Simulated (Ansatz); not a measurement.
Consider the hydrogenolysis of a Ge–Si bond: `[BH2][GeH]([CH3])[SiH3]` + H₂ → `[BH2][GeH2][CH3]` + SiH₄.

Computed with Ansatz on PBE0-D4/def2-TZVP structures; ΔE is electronic, products minus reactants. CCSD(T)/CBS adds triple-zeta CCSD(T) − MP2 to the extrapolated MP2 energy (def2 sets, frozen cores). This one scheme is used for every species. Functionals use def2-TZVPP. B3LYP here is the variant with VWN-RPA as its local correlation; programs differ in this. For Ge outer-core shells are correlated without core-valence functions, which leaves a few kJ/mol of doubt a bond. Scalar relativity is left out up to krypton.

(1) Is it downhill or uphill in electronic energy at CCSD(T)/CBS, and by how much? (An estimate is asked.)

(2) What do these levels give: LDA (SPW92), B3LYP-D4, BHLYP-D4, r2SCAN, r2SCANh, CAM-B3LYP? (An estimate is asked.)

Largest T1 diagnostic among the species: 0.012.

Results:

(1) The calculation gave: Uphill: ΔE = +4.5 kJ/mol.

(2) Ansatz gave: LDA (SPW92) 11.6, B3LYP-D4 3.3, BHLYP-D4 -4.4, r2SCAN 7.6, r2SCANh 5.7, CAM-B3LYP -13.5 kJ/mol.

From BLYP to BHLYP (50 % exact exchange), in def2-TZVPP and without D4, ΔE moves by −11.5 kJ/mol. The D4 term adds +11.6 kJ/mol with B3LYP and +6.7 kJ/mol with PBE0; it sums over pairs of atoms, weighted by their polarisabilities, and B3LYP, whose exchange is more repulsive, gets the larger term. In def2-TZVPP, CCSD(T) changes the Hartree–Fock value by +34.1 kJ/mol (the triples alone add +6.2 kJ/mol) and MP2 by +39.0 kJ/mol.
